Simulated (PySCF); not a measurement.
## Magnetic susceptibility: SMILES C#C[C@]1(F)C(Cl)=C1CC, C₇H₆ClF

Geometry:
| atom | x (Å) | y (Å) | z (Å) |
| --- | --- | --- | --- |
| C1 | 3.200 | 1.516 | 0.225 |
| C2 | 2.356 | 0.702 | 0.475 |
| C3 | 1.357 | -0.268 | 0.792 |
| F4 | 1.465 | -0.718 | 2.106 |
| C5 | 0.787 | -1.219 | -0.205 |
| Cl6 | 1.108 | -2.588 | -1.123 |
| C7 | -0.024 | -0.267 | 0.186 |
| C8 | -1.327 | 0.409 | 0.180 |
| C9 | -2.310 | -0.285 | -0.758 |
| H10 | 3.936 | 2.225 | -0.009 |
| H11 | -1.179 | 1.450 | -0.123 |
| H12 | -1.719 | 0.422 | 1.202 |
| H13 | -2.475 | -1.311 | -0.440 |
| H14 | -1.918 | -0.298 | -1.772 |
| H15 | -3.262 | 0.239 | -0.757 |

Level of theory: GIAO PBE0/pcSseg-1 magnetisability, rotational g tensor and spin-rotation constants, non-relativistic, gas phase in PySCF 2.14.0. Geometry: GFN2-xTB.

Problem. What are the magnetisability and the molar susceptibility?

Solution. Isotropic -1473 × 10⁻³⁰ J/T², or -88.7 × 10⁻⁶ cm³/mol; principal values -1614, -1428, -1377 × 10⁻³⁰ J/T², anisotropy 216 × 10⁻³⁰ J/T² (root of half the summed squared differences of the principal values). The susceptibility is in cgs units.

Problem. Split it along the inertial axes a, b, c into diamagnetic and paramagnetic parts about the centre of mass, with the quadrupole moment.

Solution. 
```
axis  χ (10⁻⁶ cm³/mol)  diamagnetic (10⁻⁶ cm³/mol)  paramagnetic (10⁻⁶ cm³/mol)  summed x² of all electrons (Å²)  quadrupole Θ (D Å)
   a             -85.9                      -910.8                        824.9                            226.2               +2.91
   b             -83.4                     -1211.1                       1127.7                            155.4               +1.88
   c             -96.9                     -1618.7                       1521.9                             59.3               -4.78
```
Anisotropies 2χaa − χbb − χcc = +8.6 and 2χbb − χaa − χcc = +15.9 × 10⁻⁶ cm³/mol. Θ is traceless in Buckingham's convention.

Problem. And the rotational g tensor?

Solution. 
```csv
axis,rotational constant (GHz),g,nuclear part,electronic part
a,1.4067,-0.0107,0.5345,-0.5452
b,1.0610,-0.0090,0.5531,-0.5621
c,0.7686,-0.0002,0.5493,-0.5495
```
Asymmetric top; isotopes 12C, 35Cl, 19F, 1H; no vibrational averaging.
